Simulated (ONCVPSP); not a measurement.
# Before and after: ONCV potential for ruthenium

```json
{
 "Element": "Ru (Z = 44)",
 "Generator": "ONCVPSP 4.0.1",
 "Type": "optimised norm-conserving Vanderbilt (ONCV)",
 "Functional": "LDA (Perdew-Wang 92)",
 "Relativity": "scalar-relativistic",
 "Frozen core": "[Ar] 3d10",
 "Valence charge": "16",
 "Reference configuration": "4s2 4p6 4d6.5 (charge +1.5)",
 "Partial waves": "4s: rc 1.15 bohr, ncon 4, nbas 9, qcut 6.2 1/bohr, 2 projectors, debl 3.2 Ha; 4p: rc 1.30 bohr, ncon 5, nbas 9, qcut 6.8 1/bohr, 2 projectors, debl 1.1 Ha; 4d: rc 1.85 bohr, ncon 5, nbas 10, qcut 6.7 1/bohr, 3 projectors, debl 1.7 Ha",
 "Local potential": "polynomial inside 0.85 bohr (lpopt 4, dvloc0 1 Ha)",
 "Core correction": "none"
}
```

In the s channel the program set the typed energies aside and used -3.307, 0.250 Ha. In the p channel the program set the typed energies aside and used -2.207, 0.250 Ha.

Change: s: rc 1.1.

Cutoffs: the cutoffs (Ha) at which the residual kinetic energy of the hardest occupied pseudo-wave falls to 1 and 0.1 mHa per electron; they do not see the model core or the augmentation charge, which bear on the density cutoff. Errors are all-electron minus pseudo energies relative to the spin-unpolarised reference configuration.

Question: How do hardness, ghosts and transferability respond?

Answer: The potential gets harder (151 Ha and 185 Ha → 169 Ha and 202 Ha); the errors of the 4 common tests hardly move; neither file shows a bound ghost. A smaller radius makes the pseudo-wave follow the all-electron one further in, where it bends more sharply, so more plane waves are needed.

```csv
quantity,base,changed
"cutoff, loose",151 Ha,169 Ha
"cutoff, tight",185 Ha,202 Ha
loose cutoff by channel,"s 151 Ha, p 83 Ha, d 20 Ha","s 169 Ha, p 83 Ha, d 20 Ha"
bound ghosts,none,none
GHOST(+) flags under 300 eV,s at 223.2 eV,s at 232.7 eV
"error for 4s2 4p6 4d7 5s1, meV [ΔE -15.38 eV]",+1.5,+1.6
"error for 4s2 4p6 4d7, meV [ΔE -7.77 eV]",+0.5,+0.5
"error for 4s2 4p6 4d6, meV [ΔE 10.67 eV]",+0.1,+0.1
"error for 4s2 4p6 4d5, meV [ΔE 41.52 eV]",+9.3,+9.3
p: phases at 1.32 bohr within 0.05 rad from the reference energy up to (Ha; the scan ends near 5),to the end of the scan,to the end of the scan
d: phases at 1.88 bohr within 0.05 rad from the reference energy up to (Ha; the scan ends near 5),to the end of the scan,to the end of the scan
```
